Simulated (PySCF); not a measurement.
Working out the ionisation energy of Ru

Ru [Kr] 4d7 5s1 (5F) → Ru⁺ [Kr] 4d7 (4F). All numbers are calculated (PySCF 2.14, scalar relativity by spin-free X2C-1e, in aug-cc-pVTZ-DK (9s8p6d3f2g, 102 functions)). Frozen: [Kr]. Energies in hartree (1 hartree = 27.21139 eV):

| part | Ru (lower) | Ru⁺ (upper) |
| --- | --- | --- |
| UHF | -4527.855988 | -4527.624610 |
| CCSD correlation | -0.191943 | -0.161283 |
| (T) | -0.008506 | -0.005507 |

**Question.** What does Hartree-Fock give?

**Answer.** (-4527.624610) − (-4527.855988) = 0.231378 hartree = 6.296 eV.

**Question.** What do CCSD and CCSD(T) give?

**Answer.** The CCSD correlation energies differ by 0.030660 hartree = 0.834 eV and the triples by 0.002999 hartree = 0.082 eV, so CCSD gives 7.130 eV and CCSD(T) 7.212 eV.

Measured between the centres of the two terms (NIST): 7.365 eV, so CCSD(T) (valence) is off by -0.153 eV.

What remains against the reference includes basis incompleteness, the frozen core and higher excitations.
